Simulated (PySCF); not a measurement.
Isomers of C5H8F3NSi, mass 167.038 u with the commonest isotopes. Computed with PBE0/pcSseg-1 in PySCF (dipole) on a GFN2-xTB geometry, gas phase. One conformer each, none proved a minimum here; rigid rotors.

**Question.** Order these by out-of-plane moment Σ m c² = (Ia + Ib − Ic)/2, smallest first.
A. `[CH:1]#[C:2][C@H:3]([N:4]([CH3:5])[SiH3:6])[C:7]([F:8])([F:9])[F:10]` with C2–C3–N4–C5 -58°
B. `[F:1][C:2]([F:3])([F:4])[CH2:5][C@H:6]1[CH:7]=[N:8][CH2:9][SiH2:10]1` with C2–C5–C6–C7 174°, C5–C6–C7–N8 137°, C7–N8–C9–Si10 -9°, N8–C9–Si10–C6 12°, C5–C6–Si10–C9 -133°
C. `[CH3:1][Si:2]([CH3:3])([NH2:4])[C:5]#[C:6][C:7]([F:8])([F:9])[F:10]` with C1–Si2–N4–H -39° and 175°
D. `[CH:1]#[C:2][Si@@H:3]([NH:4][CH2:5][CH3:6])[C:7]([F:8])([F:9])[F:10]` with C2–Si3–N4–C5 -65°, Si3–N4–C5–C6 86°

**Answer.** B (54.38 u·Å²), D (72.39 u·Å²), A (100.86 u·Å²), C (119.11 u·Å²).

**Question.** Order these by rotational constant B, largest first.
A. `[CH:1]#[C:2][C@H:3]([N:4]([CH3:5])[SiH3:6])[C:7]([F:8])([F:9])[F:10]` with C2–C3–N4–C5 -58°
B. `[F:1][C:2]([F:3])([F:4])[CH2:5][C@H:6]1[CH:7]=[N:8][CH2:9][SiH2:10]1` with C2–C5–C6–C7 174°, C5–C6–C7–N8 137°, C7–N8–C9–Si10 -9°, N8–C9–Si10–C6 12°, C5–C6–Si10–C9 -133°
C. `[CH:1]#[C:2][Si@@H:3]([NH:4][CH2:5][CH3:6])[C:7]([F:8])([F:9])[F:10]` with C2–Si3–N4–C5 -65°, Si3–N4–C5–C6 86°
D. `[CH3:1][Si:2]([CH3:3])([NH2:4])[C:5]#[C:6][C:7]([F:8])([F:9])[F:10]` with C1–Si2–N4–H -39° and 175°

**Answer.** A (966.3 MHz), C (771.1 MHz), B (660.8 MHz), D (442.5 MHz).

**Question.** Order these by rotational constant C, smallest first.
A. `[CH3:1][Si:2]([CH3:3])([NH2:4])[C:5]#[C:6][C:7]([F:8])([F:9])[F:10]` with C1–Si2–N4–H -39° and 175°
B. `[F:1][C:2]([F:3])([F:4])[CH2:5][C@H:6]1[CH:7]=[N:8][CH2:9][SiH2:10]1` with C2–C5–C6–C7 174°, C5–C6–C7–N8 137°, C7–N8–C9–Si10 -9°, N8–C9–Si10–C6 12°, C5–C6–Si10–C9 -133°
C. `[CH:1]#[C:2][C@H:3]([N:4]([CH3:5])[SiH3:6])[C:7]([F:8])([F:9])[F:10]` with C2–C3–N4–C5 -58°

**Answer.** A (438.6 MHz), B (588.3 MHz), C (749.8 MHz).

```csv
SMILES,point group,Ia (u·Å²),Ib (u·Å²),Ic (u·Å²),κ,μa (D),μb (D),μc (D)
FC(F)(F)C[C@H]1C=NC[SiH2]1,C1,203.00,764.85,859.09,-0.92,0.46,0.02,0.08
C#C[Si@@H](NCC)C(F)(F)F,C1,337.30,655.40,847.91,-0.61,3.46,0.58,0.07
C[Si](C)(N)C#CC(F)(F)F,C1,248.31,1142.22,1152.32,-1.00,4.41,0.25,0.60
C#C[C@H](N(C)[SiH3])C(F)(F)F,C1,352.70,523.00,674.00,-0.37,1.00,1.50,0.00
```
